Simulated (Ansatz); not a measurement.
Geometry optimisation, Ansatz 0.2.0, RKS CAM-B3LYP-D4/def2-SVP.

Input:

```yaml
crystal:
  periodic: [false, false, false]
  atoms:
    - { symbol: Ge, position_ang: [0.0, 0.0, 0.0] }
    - { symbol: H, position_ang: [0.0, 0.0, 1.55] }
    - { symbol: H, position_ang: [1.4616, 0.0, -0.5162] }
    - { symbol: Cl, position_ang: [-1.0456, 1.8115, -0.7393] }
    - { symbol: Cl, position_ang: [-1.0456, -1.8115, -0.7393] }
basis:
  gaussian: { orbitals: def2-SVP }
hamiltonian:
  xc: cam_b3lyp
  dispersion: d4
relax:
  f_tol: 0.02
  max_steps: 40
output:
  orbitals: {}
```

Run as:

```bash
$ ansatz run input.yaml --threads 2 --pin off --max-ram 3072MiB --backend cpu --events-out ev --progress --plain --runs-dir out
```

Question: Where does it end, and by what steps?

Answer: The run converged. After 3 steps the energy has fallen by 0.117 eV; Cl4 moved furthest, 0.08 Å.

| step | energy less start (eV) | largest force component (eV/Å) | accepted |
| --- | --- | --- | --- |
| 0 | 0.0000 | 0.983 | yes |
| 1 | -0.1033 | 0.241 | yes |
| 2 | -0.1166 | 0.047 | yes |
| 3 | -0.1169 | 0.005 | yes |

```xyz
5
Properties=species:S:1:pos:R:3
Ge 0.018 0.000 0.013
H -0.061 0.000 1.537
H 1.429 0.000 -0.569
Cl -1.008 1.743 -0.713
Cl -1.008 -1.743 -0.713
```

Run time: 8.7 s on 2 threads of Arm Neoverse V1, with other jobs on the host, peak memory 0.18 GiB.
